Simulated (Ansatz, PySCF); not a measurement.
Gas-phase reaction 2 R1 → P1 + P2, each structure at its B3LYP-D3(BJ)/def2-TZVP stationary point, reached from a drawn start (curvature not checked).
P1, SiF4 (SMILES F[Si](F)(F)F) (charge 0, multiplicity 1):
| atom | x (Å) | y (Å) | z (Å) |
|---|---|---|---|
| Si | 0.0000 | 0.0000 | 0.0000 |
| F | 0.9114 | 0.8919 | 0.9112 |
| F | 0.8982 | -0.9105 | -0.9060 |
| F | -0.8929 | 0.9178 | -0.9039 |
| F | -0.9168 | -0.8992 | 0.8986 |
R1, F3Si (SMILES F[Si](F)F) (charge 0, multiplicity 2):
```xyz
4

Si    -0.002    -0.002    -0.427
F      1.484    -0.009     0.135
F     -0.732     1.290     0.139
F     -0.749    -1.278     0.152
```
P2: F2Si (SMILES F[Si]F), charge 0, multiplicity 1.

```tsv
level	reaction energy (kcal/mol)	minus CCSD(T)/cc-pV(Q+d)Z	cost
HF/cc-pV(D+d)Z	-40.84	18.32	-
HF/cc-pV(Q+d)Z	-39.52	19.65	-
SVWN5/def2-TZVPP	-57.43	1.74	×0.6
PBE/def2-TZVPP	-51.52	7.65	×1
PBE-D3(BJ)/def2-TZVPP	-51.49	7.67	×1
BLYP/def2-TZVPP	-54.84	4.32	×0.9
BLYP-D3(BJ)/def2-TZVPP	-54.76	4.41	×0.9
BLYP-D4/def2-TZVPP	-55.06	4.11	×0.9
revPBE/def2-TZVPP	-49.93	9.24	×0.9
revPBE-D3(BJ)/def2-TZVPP	-49.87	9.29	×0.9
revPBE-D4/def2-TZVPP	-50.29	8.87	×0.9
r2SCAN/def2-TZVPP	-47.55	11.61	×2
r2SCAN-D3(BJ)/def2-TZVPP	-47.55	11.62	×2
r2SCAN-D4/def2-TZVPP	-47.58	11.59	×2
B97M-V/def2-TZVPP	-59.78	-0.62	×2
B3LYP-D3(BJ)/def2-TZVPP	-55.59	3.58	×1
B3LYP-D4/def2-TZVPP	-55.81	3.36	×1
PBE0-D4/def2-TZVPP	-51.82	7.35	×1
BHLYP/def2-TZVPP	-55.63	3.54	×1
BHLYP-D3(BJ)/def2-TZVPP	-55.55	3.62	×1
BHLYP-D4/def2-TZVPP	-55.71	3.45	×1
M06-2X/def2-TZVPP	-55.04	4.12	-
CAM-B3LYP/def2-TZVPP	-56.08	3.08	×1
CAM-B3LYP-D3(BJ)/def2-TZVPP	-56.05	3.12	×1
CAM-B3LYP-D4/def2-TZVPP	-56.16	3.01	×1
wB97X-V/def2-TZVPP	-58.06	1.11	×3
wB97M-V/def2-TZVPP	-63.87	-4.70	×3
B2PLYP/def2-TZVPP	-56.41	2.76	×2
B2PLYP-D3(BJ)/def2-TZVPP	-56.36	2.80	×2
MP2/cc-pV(D+d)Z	-54.91	4.26	-
MP2/cc-pV(Q+d)Z	-55.47	3.70	-
SCS-MP2/cc-pV(D+d)Z	-57.51	1.65	-
SCS-MP2/cc-pV(T+d)Z	-58.67	0.49	-
SCS-MP2/cc-pV(Q+d)Z	-58.97	0.20	-
CCSD/cc-pV(D+d)Z	-59.22	-0.06	-
CCSD/cc-pV(T+d)Z	-59.17	0.00	-
CCSD/cc-pV(Q+d)Z	-58.62	0.55	-
CCSD(T)/cc-pV(D+d)Z	-59.77	-0.60	×3
CCSD(T)/cc-pV(T+d)Z	-59.74	-0.57	×30
CCSD(T)/cc-pV(Q+d)Z	-59.17	0.00	×400*
```

 The comparison column counts from a level with limits of its own.

P less R. No zero-point or thermal terms; singlets are restricted closed shells; open shells are unrestricted.

Frozen-core correlation throughout.

Run with Ansatz (Gaussian orbitals); PySCF for M06-2X and the D3/D4 terms. All values are computed, each at the level named.

Costs are rough ratios of core time to PBE/def2-TZVPP (about 8 s over the structures, on one shared machine); a dash marks a level with no comparable run of its own. A star marks coupled-cluster runs past 200 virtual orbitals, where the program's memory plan changes under this machine's limit, so their costs aren't comparable with smaller runs.

Ansatz is a first-principles code.
